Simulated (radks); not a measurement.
Initial-state core-level shifts of the calcium ion Ca+ when its valence configuration changes from [Ar] 4s1. Method: scalar-relativistic Kohn-Sham, r2SCAN, spin-polarised, spherical densities, finite nucleus; open shells are filled with parallel spins first; meta-GGA in the generalised Kohn-Sham scheme; Fermi nuclear charge, rms radius 3.4776 fm; computed with a radial shooting solver on a logarithmic mesh with Libxc functionals. Shifts are changes of the shell-averaged eigenvalues in eV (positive: less bound); the change of the density at the nucleus, which sets a Mossbauer isomer shift, is in e/bohr^3, on a base of 6184.

valence      1s      2s      2p      3p  density at nucleus
3d1      +3.751  +4.430  +4.378  +3.721             -3.5740
4p1      -1.337  -1.330  -1.330  -1.269             -2.7265
